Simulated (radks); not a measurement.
Results of a calculation; reference values are marked as such.
Task: Ni+, configuration [Ar] 3d9. Level of theory: scalar-relativistic Kohn-Sham, r2SCAN, spin-polarised, spherical densities, finite nucleus; open shells are filled with parallel spins first; meta-GGA in the generalised Kohn-Sham scheme; Fermi nuclear charge, rms radius 3.7757 fm (a radial shooting solver on a logarithmic mesh with Libxc functionals). Some entries of the table are withheld. Estimate them.

orbital  occ.  eigenvalue (hartree)  <1/r> (bohr^-1)  r(max) (bohr)
1s down     1             -302.8804            28.09        0.03540
1s up       1             -302.8802            28.09        0.03540
2s up       1             -36.54591            6.087         0.2043
2s down     1             -36.52075            6.090         0.2043
2p up       3             -31.39194              (1)         0.1649
2p down     3             -31.37289              (2)         0.1648
3s up       1              -4.35513            1.908            (3)
3s down     1              -4.30345            1.905            (4)
3p up       3              -2.84894              (5)         0.6491
3p down     3              -2.79780              (6)         0.6496
3d up       5              -0.49536            1.319         0.6412
3d down     4              -0.45025            1.299         0.6441

Result: 
(1) 2p up <1/r> (bohr^-1): 5.958
(2) 2p down <1/r> (bohr^-1): 5.960
(3) 3s up r(max) (bohr): 0.6399
(4) 3s down r(max) (bohr): 0.6403
(5) 3p up <1/r> (bohr^-1): 1.754
(6) 3p down <1/r> (bohr^-1): 1.750
